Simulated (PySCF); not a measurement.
**Br²⁺ (bromine, charge +2) across methods**

[Ar] 3d10 4s2 4p3, high-spin 4S determinant. Calculation: PySCF 2.14, in x2c-TZVPPall; scalar relativity by spin-free X2C-1e. The B2PLYP total includes its PT2 part (frozen core); its orbital energies are those of the SCF part.

| method | E (hartree) | mean ε 4s α (eV) | mean ε 4s β (eV) | mean ε 4p α (eV) | Σ⟨r²⟩ (bohr²) | ⟨S²⟩ |
| --- | --- | --- | --- | --- | --- | --- |
| LDA | -2601.238 | -43.094 | -40.284 | -29.478 | 24.91 | 3.750 |
| BP86 | -2605.309 | -43.083 | -40.048 | -29.485 | 24.88 | 3.750 |
| PBE0 | -2604.697 | -45.750 | -41.075 | -31.104 | 24.92 | 3.750 |
| revPBE | -2604.823 | -42.996 | -39.604 | -29.434 | 24.93 | 3.750 |
| r2SCAN | -2604.965 | -44.181 | -39.860 | -30.051 | 24.87 | 3.750 |
| B2PLYP | -2604.561 | -48.329 | -42.256 | -32.474 | 25.00 | 3.750 |
| M06-L | -2604.904 | -43.940 | -39.693 | -29.844 | 24.79 | 3.751 |
| PBE | -2604.637 | -43.018 | -39.793 | -29.445 | 24.94 | 3.750 |

(1) Estimate the same row for UHF.

Results:

(1) E (hartree) = -2603.27663; mean ε 4s α (eV) = -52.965; mean ε 4s β (eV) = -43.379; mean ε 4p α (eV) = -35.217; Σ⟨r²⟩ (bohr²) = 25.11; ⟨S²⟩ = 3.751.
